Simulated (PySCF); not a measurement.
PtOCl₂, triplet: computed properties

These are results of UPBE0/[Pt def2-SVP with ECP60, O def2-SVP, Cl def2-SVP], scalar-relativistic core potentials, density fitting, no spin–orbit coupling, PySCF, not measurements.

The structure is a minimum.

```json
{"Point group": "Cs", "Bond lengths": "Pt–Cl 2.234 Å, Pt–Cl 2.245 Å, Pt–O 1.760 Å", "Bond angles": "Cl–Pt–Cl 108.0°, Cl–Pt–O 98.7°, Cl–Pt–O 153.3°", "Entropy at 298.15 K and 1 bar (electronic part: spin only)": "351.6 J/(mol K)", "Principal polarisabilities": "32.4, 61.3, 80.7 bohr³", "Enthalpy at 298.15 K above 0 K": "17.04 kJ/mol", "Dipole moment": "0.78 D", "Rotational symmetry number": "1", "Highest occupied level (α)": "-8.48 eV", "Zero-point energy": "12.1 kJ/mol", "Spin squared ⟨S²⟩": "2.025", "Lowest empty level (β)": "-5.02 eV", "Principal quadrupole moments (Buckingham, traceless) about the centre of mass": "-4.63, 1.73, 2.90 D Å", "Rotational constants": "0.1216, 0.06876, 0.04392 cm⁻¹", "Heat capacity Cp at 298.15 K": "72.2 J/(mol K)", "Atomisation energy without zero-point energy": "879 kJ/mol"}
```

Harmonic modes (masses in u: Pt 194.965, O 15.995, Cl 34.969):
```
symmetry  ω (cm⁻¹)  IR (km/mol)  μ (u)
      a'        69          0.5  38.69
     a''       169          2.3  23.44
      a'       182          5.2  18.95
      a'       384          7.8  39.22
      a'       390         35.7  39.60
      a'       827         13.0  17.09
```

Charges (e):
```csv
atom,Mulliken,Löwdin,polar tensor,spin (Mulliken),Mayer order to Pt1
Pt1,0.56,-0.27,0.88,0.69,–
O2,-0.20,-0.01,-0.25,1.10,1.58
Cl3,-0.15,0.18,-0.21,0.02,1.05
Cl4,-0.22,0.11,-0.42,0.19,1.02
```

Mulliken populations on Pt1 (electrons outside its core potential): s 2.71, p 6.35, d 8.33, f 0.04.

Formally Pt is in oxidation state +4, d6, with 2 unpaired electrons (the high-spin count would be 4). The Mulliken spin on Pt is 0.69, so most of the spin sits on the ligands and the formal count fails. The polar-tensor charge on Pt, 0.88, is far below the formal one.

Other isomers or separated fragments may lie lower. With open d or f shells other occupations or spin states may lie lower. Spin–orbit coupling, left out here, can matter for elements this heavy.

The final relaxation and frequency run took roughly 4 core-minutes on a shared host.
